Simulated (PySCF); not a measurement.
Compound: ClH₂Tl.
Cartesian coordinates in Å at the PBE0-D3(BJ)/def2-SVP level; atoms count from 1:
```
atom  x, y, z in Å
Cl1    2.0762    0.0390   -0.2152
Tl2   -0.3776   -0.0164    0.0328
H3    -0.7579   -1.5728    0.6055
H4    -0.9062    1.5255   -0.4568
```

The calculation used PBE0-D3(BJ)/def2-SVP geometry optimisation, gas phase, def2 core potentials past Kr (PySCF).

Masses are those of the commonest isotopes; rigid-rotor values at the optimised geometry. 

**Question.** Give the principal moments of inertia and the rotational constants in MHz.

**Answer.** Ia = 5.42, Ib = 183.13, Ic = 188.55 u·Å²; 505379 MHz·u·Å²/I gives A = 93302, B = 2760, C = 2680 MHz.

**Question.** Classify the top.

**Answer.** A near-prolate asymmetric top. Ray's parameter κ = (2B − A − C)/(A − C) = -0.998; −1 is the prolate and +1 the oblate limit.

**Question.** What does the inertial defect say?

**Answer.** Planar: Δ = Ic − Ia − Ib = 0.00 u·Å². For a rigid frame Δ = −2 Σ m c², so it vanishes when all atoms lie in the ab plane; here none is more than 0.01 Å from it.

**Question.** Where do the levels up to J = 2 lie, in MHz?

**Answer.** Above 0(0,0):
J = 1: 1(0,1) 5440, 1(1,1) 95982, 1(1,0) 96061
J = 2: 2(0,2) 16320, 2(1,2) 106782, 2(1,1) 107020, 2(2,1) 378646, 2(2,0) 378646
The levels of one J sum to (2J + 1)J(J + 1)(A + B + C)/3.

**Question.** Which types of transition are allowed, and where do some lines up to J = 4 fall?

**Answer.** The dipole components are |μa| = 3.97 D, |μb| = 0.00 D, |μc| = 0.00 D; the symmetry axis of this C2v structure is a, so μb and μc vanish by symmetry and there are no b-type or c-type lines. Some lines, for components of 0.1 D or more:

| type | branch | J(Ka,Kc) | MHz | lower level (cm⁻¹) |
| --- | --- | --- | --- | --- |
| a | Q | 3(1,2) ← 3(1,3) | 476 | 4.102 |
| a | Q | 4(1,3) ← 4(1,4) | 793 | 4.823 |
| a | R | 1(0,1) ← 0(0,0) | 5440 | 0.000 |
| a | R | 2(1,2) ← 1(1,1) | 10801 | 3.202 |
| a | R | 2(0,2) ← 1(0,1) | 10880 | 0.181 |
| a | R | 3(1,3) ← 2(1,2) | 16201 | 3.562 |
| a | R | 3(0,3) ← 2(0,2) | 16320 | 0.544 |
| a | R | 3(2,2) ← 2(2,1) | 16320 | 12.630 |
| a | R | 3(2,1) ← 2(2,0) | 16320 | 12.630 |
| a | R | 3(1,2) ← 2(1,1) | 16439 | 3.570 |
| a | R | 4(1,4) ← 3(1,3) | 21601 | 4.102 |
| a | R | 4(2,3) ← 3(2,2) | 21760 | 13.175 |
| a | R | 4(3,2) ← 3(3,1) | 21760 | 28.282 |
| a | R | 4(2,2) ← 3(2,1) | 21760 | 13.175 |
| a | R | 4(1,3) ← 3(1,2) | 21918 | 4.118 |

**Question.** Estimate the classical rotational partition function at 25 K and 200 K.

**Answer.** Point group C2v, symmetry number σ = 2; q = (√π/σ)·√((kT/h)³/(ABC)), k/h = 20836.6 MHz/K: 401 at 25 K, 9080 at 200 K.

Stationary, but not proved a minimum. These are rigid-rotor constants of the computed structure; measured ground-state constants (B0) also hold zero-point vibration. Quadrupole hyperfine structure (35Cl) is left out.
